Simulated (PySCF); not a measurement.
**Gas-phase thermal properties of BiF3**

Computed with PySCF (xtb for GFN2) and rigid-rotor harmonic-oscillator thermochemistry at 1 bar. All species are closed-shell singlets. Bi: scalar-relativistic def2 core potential, no spin-orbit coupling. The harmonic model lacks anharmonicity and excited electronic states, which grow with temperature; levels with a mode under 35 cm⁻¹ are left out.

```tsv
level	point group	σ	ZPE (kJ/mol)	S°298 (J/mol/K)	Cp298 (J/mol/K)	S°1000 (J/mol/K)	H1000 − H298 (kJ/mol)
GFN2-xTB	C3v	3	10.2	325.2	75.0	421.8	56.5
PBE/def2-SVP	C3v	3	13.2	318.1	70.6	412.1	55.2
PBE0/def2-TZVP	C3v	3	13.8	315.0	69.9	408.6	55.1
```
σ: rotational symmetry number. Electronic degeneracy used: 1. Frequencies are unscaled.
